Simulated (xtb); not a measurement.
hydrogen peroxide (H$_{2}$O$_{2}$), singlet, at a GFN2-xTB geometry; GFN2-xTB in xtb.

Here is a job for xtb.
```
$ xtb mol.xyz --gfn 2 --chrg 0 --uhf 0 --json

# file mol.xyz
4

O     -0.02311961     0.70996455    -0.01256427
O      0.02311961    -0.70996455     0.01256427
H      0.91389752     0.94248526    -0.03262698
H     -0.91389752    -0.94248526     0.03262698
```

Problem. Predict the main parts of the log of this xtb run.

Solution. 
```
   ID    Z sym.   atoms
    1    8 O      1, 2
    2    1 H      3, 4

           -------------------------------------------------
          |                Calculation Setup                |
           -------------------------------------------------

           -------------------------------------------------
          |                 G F N 2 - x T B                 |
           -------------------------------------------------

          ...................................................
          :                      SETUP                      :
          :.................................................:
          :  # basis functions                  10          :
          :  # atomic orbitals                  10          :
          :  # shells                            6          :
          :  # electrons                        14          :
          :  max. iterations                   250          :
          :  Hamiltonian                  GFN2-xTB          :
          :  restarted?                      false          :
          :  GBSA solvation                  false          :
          :  PC potential                    false          :
          :  electronic temp.          300.0000000     K    :
          :  accuracy                    1.0000000          :
          :  -> integral cutoff          0.2500000E+02      :
          :  -> integral neglect         0.1000000E-07      :
          :  -> SCF convergence          0.1000000E-05 Eh   :
          :  -> wf. convergence          0.1000000E-03 e    :
          :  Broyden damping             0.4000000          :
          :  net charge                          0          :
          :  unpaired electrons                  0          :
          ...................................................

 iter      E             dE          RMSdq      gap      omega  full diag
   1     -9.0862738 -0.908627E+01  0.573E+00    7.51       0.0  T
   2     -9.0869801 -0.706318E-03  0.342E+00    7.53       1.0  T
   3     -9.0872855 -0.305370E-03  0.250E-01    7.57       1.0  T
   4     -9.0873133 -0.278545E-04  0.631E-02    7.58       1.0  T
   5     -9.0873152 -0.181879E-05  0.327E-02    7.58       1.5  T
   6     -9.0873153 -0.156860E-06  0.161E-03    7.58      31.1  T
   7     -9.0873153 -0.398154E-09  0.580E-04    7.58      86.2  T
   8     -9.0873153 -0.812914E-10  0.304E-05    7.58    1642.3  T

   *** convergence criteria satisfied after 8 iterations ***

         :::::::::::::::::::::::::::::::::::::::::::::::::::::
         ::                     SUMMARY                     ::
         :::::::::::::::::::::::::::::::::::::::::::::::::::::
         :: total energy              -9.054669731506 Eh    ::
         :: gradient norm              0.000034158943 Eh/a0 ::
         :: HOMO-LUMO gap              7.579173952575 eV    ::
         ::.................................................::
         :: SCC energy                -9.087315313171 Eh    ::
         :: -> isotropic ES            0.030626225803 Eh    ::
         :: -> anisotropic ES         -0.006196310406 Eh    ::
         :: -> anisotropic XC         -0.008110793284 Eh    ::
         :: -> dispersion             -0.000468524989 Eh    ::
         :: repulsion energy           0.032645581665 Eh    ::
         :: add. restraining           0.000000000000 Eh    ::
         :: total charge              -0.000000000000 e     ::
         :::::::::::::::::::::::::::::::::::::::::::::::::::::

           -------------------------------------------------
          |                Property Printout                |
           -------------------------------------------------

    * Orbital Energies and Occupations

         #    Occupation            Energy/Eh            Energy/eV
      -------------------------------------------------------------
         1        2.0000           -0.7241433             -19.7049
         2        2.0000           -0.6961930             -18.9444
         3        2.0000           -0.6153668             -16.7450
         4        2.0000           -0.5976951             -16.2641
         5        2.0000           -0.5465511             -14.8724
         6        2.0000           -0.5157321             -14.0338
         7        2.0000           -0.4282181             -11.6524 (HOMO)
         8                         -0.1496886              -4.0732 (LUMO)
         9                          0.1139004               3.0994
        10                          0.1563113               4.2534
      -------------------------------------------------------------
                  HL-Gap            0.2785295 Eh            7.5792 eV
             Fermi-level           -0.2889533 Eh           -7.8628 eV

     #   Z          covCN         q      C6AA      α(0)
     1   8 O        1.736    -0.324    19.406     5.948
     2   8 O        1.736    -0.324    19.406     5.948
     3   1 H        0.805     0.324     0.653     1.270
     4   1 H        0.805     0.324     0.653     1.270

 Mol. C6AA /au·bohr⁶  :        108.199052
 Mol. C8AA /au·bohr⁸  :       2034.812469
 Mol. α(0) /au        :         14.435718

Wiberg/Mayer (AO) data.
largest (>0.10) Wiberg bond orders for each atom

 ---------------------------------------------------------------------------
     #   Z sym  total        # sym  WBO       # sym  WBO       # sym  WBO
 ---------------------------------------------------------------------------
     1   8 O    1.895 --     2 O    1.004     3 H    0.891
     2   8 O    1.895 --     1 O    1.004     4 H    0.891
     3   1 H    0.895 --     1 O    0.891
     4   1 H    0.895 --     2 O    0.891
 ---------------------------------------------------------------------------

Topologies differ in total number of bonds
Writing topology from bond orders to xtbtopo.mol

molecular dipole:
                 x           y           z       tot (Debye)
 q only:       -0.000      -0.000       0.000
   full:       -0.000      -0.000       0.000       0.000
molecular quadrupole (traceless):
                xx          xy          yy          xz          yz          zz
 q only:        1.485       3.045      -0.078      -0.104      -0.076      -1.407
  q+dip:        2.664       4.197      -1.527      -0.141      -0.064      -1.137
   full:        2.507       4.198      -0.691      -0.150      -0.091      -1.815

           -------------------------------------------------
          | TOTAL ENERGY               -9.054669731506 Eh   |
          | GRADIENT NORM               0.000034158943 Eh/α |
          | HOMO-LUMO GAP               7.579173952575 eV   |
           -------------------------------------------------

normal termination of xtb
```
